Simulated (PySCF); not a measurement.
H3Cl4NSi2, singlet, at a GFN2-xTB geometry, atoms displaced at random by about 0.08 Å a coordinate; B3LYP/STO-3G, gradient in PySCF.

Input for PySCF:
```python
from pyscf import gto, scf, dft

mol = gto.M(
    atom='''
Si    1.90392148   -0.95213783    0.92868753
Cl    2.71612225    0.74787434    0.38524486
N     0.36640853   -1.29938630    0.13611515
Si   -0.90785248   -0.13031277   -0.24135504
Cl   -2.32716896   -1.27077151   -1.03044168
Cl   -1.25704006    0.68955586    1.47342151
Cl   -0.42163348    1.16591808   -1.54824461
H     1.56996782   -0.95075708    2.36907331
H     2.63604542   -2.11239137    0.71098721
H     0.41592880   -2.01413050   -0.36641087
''',
    basis='sto-3g',
    verbose=3,
)

mf = dft.RKS(mol)
mf.xc = 'b3lyp'
mf.grids.level = 5
mf.kernel()
g = mf.nuc_grad_method()
g.grid_response = False
grad = g.kernel()
```

What the program printed (banner, timings and long lists left out):

```
converged SCF energy = -2448.98885547208
--------------- RKS gradients ---------------
         x                y                z
0 Si     0.0801350900     0.0604284344    -0.0539561824
1 Cl    -0.0351562530    -0.0648089801     0.0224064398
2 N     0.0093009091    -0.2333959845    -0.1314679197
3 Si    -0.0608800559     0.1227992923    -0.0308478487
4 Cl     0.0537421197     0.0349662951     0.0223056134
5 Cl     0.0266550369    -0.0475799647    -0.0865239883
6 Cl    -0.0313858245    -0.0894095323     0.0855689999
7 H    -0.0103812254    -0.0096918879     0.0116721658
8 H    -0.0256788708     0.0209022997     0.0111976890
9 H    -0.0063510987     0.2058044855     0.1496713926
----------------------------------------------
```
